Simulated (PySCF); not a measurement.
SMILES CC[SiH2][SiH2]OC, GFN2-xTB optimised geometry.

```
18

C      1.40    -2.57    -0.59
C      1.95    -1.54     0.39
Si     1.34     0.23     0.00
Si    -0.95     0.23     0.00
O     -1.22     1.83     0.00
C     -2.45     2.49    -0.01
H      1.71    -2.33    -1.60
H      1.77    -3.57    -0.35
H      0.31    -2.59    -0.55
H      3.04    -1.56     0.36
H      1.66    -1.82     1.40
H      1.94     0.60    -1.30
H      1.98     1.12     0.99
H     -1.64    -0.39     1.15
H     -1.64    -0.38    -1.16
H     -3.02     2.23    -0.90
H     -2.26     3.57    -0.01
H     -3.04     2.23     0.87
```

Density from PySCF 2.14.0 with B3LYP/def2-SVP at that geometry.

Minimum of the electron density along straight lines between bonded atoms, close to the bond critical point (lines longer than 1.1 times the sum of covalent radii, or with two minima, are not listed):

```tsv
bond	length / Å	ρ at the minimum / e bohr⁻³	∇²ρ there / e bohr⁻⁵	position (fraction from the first atom)
C1–C2	1.523	?	?	0.50
C2–Si3	1.906	0.111	0.32	0.62
Si4–O5	1.626	?	1.07	0.41
O5–C6	1.392	0.261	-0.32	0.66
C1–H7	1.088	0.278	-1.02	0.62
C1–H9	1.089	0.276	-1.00	0.62
C2–H10	1.090	0.273	-0.97	0.62
C2–H11	1.092	0.272	-0.96	0.62
Si3–H12	1.475	0.114	0.32	0.49
Si3–H13	1.474	0.114	0.33	0.49
Si4–H14	1.477	0.115	0.32	0.49
Si4–H15	1.477	0.115	0.32	0.49
C6–H16	1.093	0.282	-1.07	0.63
C6–H17	1.091	0.284	-1.09	0.64
C6–H18	1.093	0.282	-1.07	0.63
```

### Question
What belongs in the gaps?

### Answer

- C1–C2, ρ at the minimum / e bohr⁻³: 0.242
- C1–C2, ∇²ρ there / e bohr⁻⁵: -0.54
- Si4–O5, ρ at the minimum / e bohr⁻³: 0.129
